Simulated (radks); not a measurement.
Numerical settings for neutral praseodymium, [Xe] 4f3 6s2. Method: scalar-relativistic Kohn-Sham, PBE, spin-polarised, spherical densities, finite nucleus; open shells are filled with parallel spins first (spin-orbit coupling, left out, can overturn this in heavy ions); Fermi nuclear charge, rms radius 4.8919 fm; computed with a radial shooting solver on a logarithmic mesh with Libxc functionals. The defaults (mesh step 0.008 in ln r, mesh end at 40 bohr or more with all orbitals vanishing there, Anderson mixing 0.5 over 9 steps, residual threshold near 1e-9 with the energy settled to 1e-9 hartree or 1e-11 of itself, here a cap of 73 iterations) give E = -9236.9123 hartree and 4f at -1.846 eV in 15 iterations. Run on one thread of a shared host, so times are rough (Arm Neoverse V2): 0.23 s of CPU time, 0.23 s wall, 15 iterations on 2440 mesh points. Changes against that run (0 stands for a change within the tolerance of the run):

| setting | iterations | converged | E (mhartree) | e(4f) (meV) | CPU (s) |
|---|---|---|---|---|---|
| mesh step in ln r 0.012 | 15 | yes | 0 | 0 | 0.16 |
| mesh step in ln r 0.003 | 23 | yes | 0 | 0 | 0.79 |
| mesh step in ln r 0.005 | 18 | yes | 0 | 0 | 0.41 |
| mesh end (bohr) 20 | 15 | yes | +0.000294 | +0.065 | 0.22 |
| mesh end (bohr) 3 | 14 | level above zero | +4.63e+03 | +2.39e+04 | 0.18 |
| residual threshold 0.01 | 9 | yes | 0 | -0.64 | 0.16 |
| residual threshold 0.1 | 9 | yes | 0 | -0.64 | 0.16 |
| mixing 1 | 19 | yes | 0 | 0 | 0.32 |
| linear mixing, mixing 0.2 | 73 | no | 0 | 0 | 0.88 |
| linear mixing, mixing 0.8 | 73 | no | +7.42e+03 | +1.82e+03 | 1.9 |
| mixing history 3 | 21 | yes | 0 | 0 | 0.29 |
| iteration cap 5 | 5 | no | +0.271 | -2.77 | 0.1 |

Settled on a wrong energy, with an occupied level pushed above zero by the early mesh end: mesh end (bohr) 3 (+4.63 hartree). Apart from these: no run marked as converged misses the energy by more than 1 mhartree. A mesh that ends early acts as a hard wall.
